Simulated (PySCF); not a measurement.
Coordinates in bohr (charge 0 multiplicity 1):
```
N     0.0000    0.0000    0.0000
Al    3.4530    0.0000    0.0000
Al   -1.7265    2.9904    0.0000
Al   -1.7265   -2.9904    0.0000
```

Computed with PySCF, PBE0, basis N def2-TZVP, Al def2-TZVP (no relativity, density fitting).

This geometry of Al3N is a stationary point at this level.

(1) What is the point group?

(2) Is it a minimum?

(3) Which band is strongest in the infrared?

(4) What is the atomisation energy, with and without zero-point energy?

Results:

(1) D3h.

(2) Yes: all harmonic wavenumbers are real.

(3) 777 cm⁻¹ (e'), 597 km/mol.

(4) 1117 kJ/mol without, 1102 kJ/mol with.

This need not be the most stable arrangement of these atoms.
